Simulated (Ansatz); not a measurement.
```yaml
crystal:
  periodic: [false, false, false]
  atoms:
    - {symbol: F, position_ang: [-1.055357, 0.826781, -0.082438]}
    - {symbol: C, position_ang: [0.339151, 0.986663, -0.535970]}
    - {symbol: B, position_ang: [1.057456, -0.331150, -0.142044]}
    - {symbol: Al, position_ang: [-0.723074, -1.131871, 0.702986]}
    - {symbol: H, position_ang: [0.260444, 1.184960, -1.608843]}
    - {symbol: H, position_ang: [0.691841, 1.891697, -0.032884]}
    - {symbol: H, position_ang: [2.214299, -0.480325, -0.391119]}
    - {symbol: H, position_ang: [-1.681499, -2.042065, -0.184361]}
    - {symbol: H, position_ang: [-1.014661, -0.950988, 2.257574]}
basis:
  gaussian: {orbitals: def2-mTZVPP, nuclear_model: gaussian}
total_charge: 1
magnetization: {spin_polarized: true, initial_magnetization: 2}
hamiltonian: {xc: {name: PBE-QIDH}}
output: {forces: true}
```

```sh
$ ansatz run in.yaml --threads 2 --pin off --events-out ev --progress --plain --max-ram 4352MiB
```

It prints (some lines left out):

```
Error: a molecule whose nuclei and cores have a total charge of 38 cannot have a net charge of 1 together with 2 unpaired electrons
```

(1) Something in this input is off. What?

Results:

(1) The number of unpaired electrons doesn't fit the electron count. The program refused the input.
